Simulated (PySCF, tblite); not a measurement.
C₃H₇ClO₃Si₂.
SMILES with atom numbers: `[CH:1]#[C:2][Si:3]([OH:4])([OH:5])[O:6][SiH2:7][CH2:8][Cl:9]` (hydrogens: H10 on C1; H11 on O4; H12 on O5; H13, H14 on Si7; H15, H16 on C8)

Geometry (GFN2-xTB, Å), atoms numbered from 1 in this order:
```
atom  x, y, z in Å
C1    -3.0137    1.6860    0.8667
C2    -2.3664    0.7400    0.5083
Si3   -1.3746   -0.7264   -0.0433
O4    -1.6844   -1.1477   -1.5719
O5    -1.6510   -2.0238    0.8942
O6     0.1881   -0.2805    0.0522
Si7    1.4923    0.0221   -0.8524
C8     2.7833    0.6459    0.4062
Cl9    4.2875    1.0194   -0.4668
H10   -3.5806    2.5164    1.1766
H11   -2.4018   -1.7467   -1.7602
H12   -1.3773   -2.0247    1.8064
H13    1.9681   -1.2122   -1.4723
H14    1.1968    1.0696   -1.8245
H15    2.4833    1.5627    0.9090
H16    3.0428   -0.0911    1.1629
```

The calculation used PBE0/pcSseg-1 in PySCF (dipole) on a GFN2-xTB geometry, gas phase.

Take the most abundant isotopes and a rigid rotor. The values belong to one conformer with, in the numbering `[CH:1]#[C:2][Si:3]([OH:4])([OH:5])[O:6][SiH2:7][CH2:8][Cl:9]`, C2–Si3–O4–H -87°, C2–Si3–O5–H -67°, C2–Si3–O6–Si7 -113°, Si3–O6–Si7–C8 175°, O6–Si7–C8–Cl9 180°.

Task: What are A, B and C (MHz)?

Result: Ia = 254.78, Ib = 1263.40, Ic = 1356.25 u·Å²; 505379 MHz·u·Å²/I gives A = 1984, B = 400.0, C = 372.6 MHz.

Task: What kind of rotor is it?

Result: A near-prolate asymmetric top; Ray's κ = -0.966.

Task: What does the inertial defect say?

Result: Not planar: Δ = Ic − Ia − Ib = -161.94 u·Å². For a rigid frame Δ = −2 Σ m c², so Σ m c² = 80.97 u·Å² lies off the ab plane: 13.77 from hydrogen and 67.20 from heavier atoms. The atom farthest from that plane is 2.25 Å away.

Task: Give the other two planar moments, Paa and Pbb, and the rms extents of the mass along the axes.

Result: Paa = Σ m a² = (Ib + Ic − Ia)/2 = 1182.43 and Pbb = Σ m b² = (Ia + Ic − Ib)/2 = 173.81 u·Å². With the mass M = 181.96 u, the rms extents √(P/M) along a, b and c are 2.55, 0.98, 0.67 Å.

Task: Predict some low-J microwave lines.

Result: The dipole components are |μa| = 2.93 D, |μb| = 0.67 D, |μc| = 1.52 D. Intensities carry the squares of the components, which stand as 1.00 : 0.05 : 0.27 (a : b : c). Some lines, for components of 0.1 D or more:

| type | branch | J(Ka,Kc) | MHz | lower level (cm⁻¹) |
| --- | --- | --- | --- | --- |
| c | Q | 2(1,2) ← 2(0,2) | 1557 | 0.077 |
| b | R | 4(0,4) ← 3(1,3) | 1570 | 0.205 |
| b | Q | 3(1,2) ← 3(0,3) | 1681 | 0.155 |
| b | Q | 5(1,4) ← 5(0,5) | 1812 | 0.386 |
| a | R | 4(3,1) ← 3(3,0) | 3091 | 0.634 |
| b | R | 3(1,3) ← 2(0,2) | 3833 | 0.077 |
| a | R | 5(0,5) ← 4(0,4) | 3856 | 0.258 |
| a | R | 5(3,3) ← 4(3,2) | 3864 | 0.737 |
| b | R | 4(1,4) ← 3(0,3) | 4552 | 0.155 |
| c | Q | 5(2,4) ← 5(1,4) | 4588 | 0.447 |
| c | Q | 4(2,3) ← 4(1,3) | 4655 | 0.316 |
| b | Q | 4(2,2) ← 4(1,3) | 4661 | 0.316 |
| c | R | 4(1,3) ← 3(0,3) | 4826 | 0.155 |
| b | R | 2(2,1) ← 1(1,0) | 6323 | 0.080 |
| c | R | 3(2,2) ← 2(1,2) | 7151 | 0.129 |
| b | R | 3(2,1) ← 2(1,2) | 7153 | 0.129 |
| b | Q | 4(3,1) ← 4(2,2) | 7982 | 0.471 |
| b | Q | 3(3,0) ← 3(2,1) | 7985 | 0.368 |
| b | R | 5(2,4) ← 4(1,3) | 8518 | 0.316 |
| b | R | 3(3,0) ← 2(2,1) | 10304 | 0.290 |
| c | Q | 5(4,2) ← 5(3,2) | 11180 | 0.866 |
| b | R | 4(4,1) ← 3(3,0) | 14271 | 0.634 |
| c | R | 4(4,0) ← 3(3,0) | 14271 | 0.634 |
| c | Q | 5(5,1) ← 5(4,1) | 14374 | 1.239 |

Task: Estimate the classical rotational partition function at 10 K, 298.15 K and 500 K.

Result: Point group C1, symmetry number σ = 1; q = (√π/σ)·√((kT/h)³/(ABC)), k/h = 20836.6 MHz/K: 9800 at 10 K, 1600000 at 298.15 K, 3470000 at 500 K.

Its lowest GFN2-xTB frequency is 5 cm⁻¹, too small to tell a flat minimum from a shallow saddle. Constants of a rigid frame at the computed geometry: no zero-point averaging, no centrifugal distortion. Quadrupole hyperfine structure (35Cl) is left out.
